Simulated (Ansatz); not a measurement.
Appearance energy of a fragment ion: SeH(CF3) → [CF3]+ + HSe + e⁻

Species: SeH(CF3), singlet; [CF3]+ `F[C+](F)F`, singlet; HSe, doublet. 

Shapes, held fixed at every level: PBE0-D4/def2-TZVP. Programs: Ansatz 0.2.0. Electronic energies: no zero-point or thermal term.

(1) Estimate ΔE of this reaction.

Answers

(1) The highest level, CCSD(T)/def2-TZVPP, gives ΔE = +11.78 eV; the levels span +10.46 to +11.92. The column of differences is taken from that level and isn't an error. No measured value is set beside it here. Open shells run unrestricted unless RO is named. Relativity is left out for Se unless named. Correlated rows may include outer-core shells of Se, which these sets cover unevenly. The onset seen in experiment also holds zero-point changes and kinetic shifts.

```tsv
level	kind	ΔE (eV)	less CCSD(T)/def2-TZVPP
HF/def2-SVP	Hartree–Fock	+10.46	-1.32
PBE-D4/def2-TZVPP	GGA	+11.87	+0.09
r2SCAN-D4/def2-TZVPP	meta-GGA	+11.87	+0.09
wB97X-V/def2-TZVPP	range-separated hybrid	+11.92	+0.14
MP2/def2-TZVPP	perturbation theory	+11.84	+0.06
CCSD(T)/def2-SVP	coupled cluster or CI	+11.35	-0.43
CCSD/def2-TZVPP	coupled cluster or CI	+11.70	-0.08
CCSD(T)/def2-TZVPP	coupled cluster or CI	+11.78	0.00
```
